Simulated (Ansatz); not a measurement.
Reaction (redistribution): `C[SiH2][O][ZnH]` + `BCCB` → `BC[CH2][ZnH]` + `BO[SiH2]C`

Computed with Ansatz on PBE0-D4/def2-TZVP structures; ΔE is electronic, products minus reactants. CCSD(T)/CBS adds triple-zeta CCSD(T) − MP2 to the extrapolated MP2 energy (def2 sets, frozen cores). DFT in def2-TZVPP. B3LYP here is the variant with VWN-RPA as its local correlation; programs differ in this. For Zn outer-core shells are correlated without core-valence functions, which leaves a few kJ/mol of doubt a bond. Scalar relativity is left out up to krypton. Each species was taken in one conformer, which may not be the lowest.

```tsv
level	ΔE (kJ/mol)
PBE-D4	-13.3
B3LYP	-38.5
```

What does CCSD(T)/CBS give? (Best estimate.)

Computed: -18.9 kJ/mol. The listed levels differ from it by 5.6, -19.6 kJ/mol.

Largest T1 diagnostic among the species: 0.015.

In def2-TZVPP, CCSD(T) changes the Hartree–Fock value by +40.2 kJ/mol (the triples alone add +6.2 kJ/mol) and MP2 by +50.8 kJ/mol.
